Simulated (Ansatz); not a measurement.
Born–Oppenheimer molecular dynamics of CH₅BClN (9 atoms, charge 0, multiplicity 1). It starts from a relaxed structure.

Level of theory: RKS PBE-D4/6-31G (Ansatz).

- ensemble: NVT, Langevin thermostat
- time step: 0.5 fs
- steps asked: 250
- set temperature: 700 K
- friction: 0.001 /fs
- seed: 376941

First frame:

```xyz
9
Properties=species:S:1:pos:R:3
B 0.035 -0.108 -0.094
Cl 0.053 -0.520 1.714
N 1.286 -0.007 -0.717
H 2.165 -0.148 -0.223
H 1.376 0.215 -1.706
C -1.346 0.103 -0.806
H -1.985 -0.792 -0.692
H -1.900 0.939 -0.341
H -1.244 0.317 -1.885
```

Task: How far do the bonds stretch over the last three quarters of this one trajectory? (Pairs bonded in most of those frames.)

Result: 
```json
{"bond": "B1–Cl2", "mean (Å)": "1.851", "spread (Å)": "0.048", "shortest": "1.78", "longest": "1.93"}
{"bond": "B1–N3", "mean (Å)": "1.405", "spread (Å)": "0.021", "shortest": "1.36", "longest": "1.44"}
{"bond": "B1–C6", "mean (Å)": "1.567", "spread (Å)": "0.025", "shortest": "1.53", "longest": "1.62"}
{"bond": "N3–H4", "mean (Å)": "1.020", "spread (Å)": "0.022", "shortest": "0.98", "longest": "1.06"}
{"bond": "N3–H5", "mean (Å)": "1.020", "spread (Å)": "0.018", "shortest": "0.99", "longest": "1.06"}
{"bond": "C6–H7", "mean (Å)": "1.106", "spread (Å)": "0.017", "shortest": "1.08", "longest": "1.14"}
{"bond": "C6–H8", "mean (Å)": "1.112", "spread (Å)": "0.025", "shortest": "1.07", "longest": "1.16"}
{"bond": "C6–H9", "mean (Å)": "1.111", "spread (Å)": "0.039", "shortest": "1.04", "longest": "1.18"}
```

Mean temperature of the second half: 397 K. The mean temperature of the second half is 43 % below the set value. A run of 0.12 ps of so small a system gives no equilibrium averages. Limits of this set-up: no polarisation functions.

The run took 8 min on 1 thread of Arm Neoverse V1, on a shared host, peak memory 0.098 GiB.
